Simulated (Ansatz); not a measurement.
Reaction (ligand exchange at a B–C bond): `BC/C=C(/C)F` + `CCN[SiH2]Cl` → `BN(CC)[SiH2]Cl` + `C/C=C(/C)F`

Computed with Ansatz on PBE0-D4/def2-TZVP structures; ΔE is electronic, products minus reactants. CCSD(T)/CBS is the MP2 limit (def2-TZVPP, def2-QZVPP) plus CCSD(T) − MP2 in def2-TZVPP, frozen cores. Double bonds are as drawn, so ΔE can hold a change between cis and trans. DFT in def2-TZVPP. B3LYP here is the variant with VWN-RPA as its local correlation; programs differ in this. Each species was taken in one conformer, which may not be the lowest.

```tsv
level	ΔE (kJ/mol)	difference from CCSD(T)/CBS
r2SCAN-D4	-119.0	12.6
PBE0-D4	-119.7	11.9
B3LYP-D4	-134.2	-2.6
ωB97X-V	-128.2	3.4
ωB97M-V	-127.2	4.4
B2PLYP	-132.4	-0.8
HF/def2-QZVPP	-148.2	-16.6
SCS-MP2/def2-QZVPP	-133.1	-1.5
HF/CBS(def2)	-148.2	-16.6
MP2/CBS(def2)	-125.3	6.3
CCSD(T)/CBS	-131.6	0
```

Largest T1 diagnostic among the species: 0.011.

In def2-TZVPP, CCSD(T) changes the Hartree–Fock value by +15.0 kJ/mol (the triples alone add +3.0 kJ/mol) and MP2 by +21.3 kJ/mol. From PBE to PBE0 (25 % exact exchange), in def2-TZVPP and without D4, ΔE moves by −3.4 kJ/mol.
